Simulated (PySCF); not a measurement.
# Core-level binding energies of 2,5-difluoropyridine

Compound: 2,5-difluoropyridine, C5H3F2N.
Cartesian coordinates in Å at the PBE0-D3(BJ)/def2-SVP level; atoms count from 1:
```
atom  x, y, z in Å
F1    -2.693    0.440    0.097
C2    -1.403    0.126    0.061
C3    -0.438    1.129    0.056
C4     0.897    0.750    0.021
C5     1.174   -0.618   -0.008
F6     2.440   -1.007   -0.040
N7     0.269   -1.561   -0.005
C8    -1.013   -1.207    0.029
H9    -0.741    2.178    0.080
H10    1.709    1.479    0.016
H11   -1.770   -1.999    0.031
```

Method: delta-SCF UKS SCAN, pcX-2 on the ionised atom, pcseg-1 elsewhere, spin-free X2C (PySCF). These are vertical core ionisation energies against the vacuum level, from separate self-consistent calculations with and without the core hole.

Task: What binding energy does each computed site have?

Result: 
```json
{"atom(s)": "F1", "bonded to": "C", "level": "F 1s", "binding energy (eV)": "693.60", "above the level's lowest (eV)": "+0.28", "count": "1"}
{"atom(s)": "F6", "bonded to": "C", "level": "F 1s", "binding energy (eV)": "693.32", "above the level's lowest (eV)": "0.00", "count": "1"}
{"atom(s)": "N7", "bonded to": "2 C (aromatic in the SMILES)", "level": "N 1s", "binding energy (eV)": "405.40", "above the level's lowest (eV)": "0.00", "count": "1"}
{"atom(s)": "C5", "bonded to": "F, N (aromatic in the SMILES) and C (aromatic in the SMILES)", "level": "C 1s", "binding energy (eV)": "293.97", "above the level's lowest (eV)": "+2.59", "count": "1"}
{"atom(s)": "C2", "bonded to": "F and 2 C (aromatic in the SMILES)", "level": "C 1s", "binding energy (eV)": "293.32", "above the level's lowest (eV)": "+1.94", "count": "1"}
{"atom(s)": "C8", "bonded to": "N (aromatic in the SMILES), C (aromatic in the SMILES) and H", "level": "C 1s", "binding energy (eV)": "291.97", "above the level's lowest (eV)": "+0.59", "count": "1"}
{"atom(s)": "C3", "bonded to": "2 C (aromatic in the SMILES) and H", "level": "C 1s", "binding energy (eV)": "291.63", "above the level's lowest (eV)": "+0.25", "count": "1"}
{"atom(s)": "C4", "bonded to": "2 C (aromatic in the SMILES) and H", "level": "C 1s", "binding energy (eV)": "291.38", "above the level's lowest (eV)": "0.00", "count": "1"}
```

The listed C 1s values span 2.59 eV, from C4 (bonded to 2 C (aromatic in the SMILES) and H) to C5 (bonded to F, N (aromatic in the SMILES) and C (aromatic in the SMILES)). The widest gap between neighbouring values is 1.35 eV, between 291.97 and 293.32 eV.

Lowest listed F 1s: F6, bonded to C. Highest, 0.28 eV above it: F1, bonded to C.

Task: Give the binding energy of F 1s of F1 in hartree and in kJ/mol.

Result: 693.60 eV = 25.4893 Eh = 66922 kJ/mol.

Isolated species at its PBE0-D3(BJ)/def2-SVP geometry, gas phase.

On x86-64 server, one thread (shared host), this took 2.0 min wall.
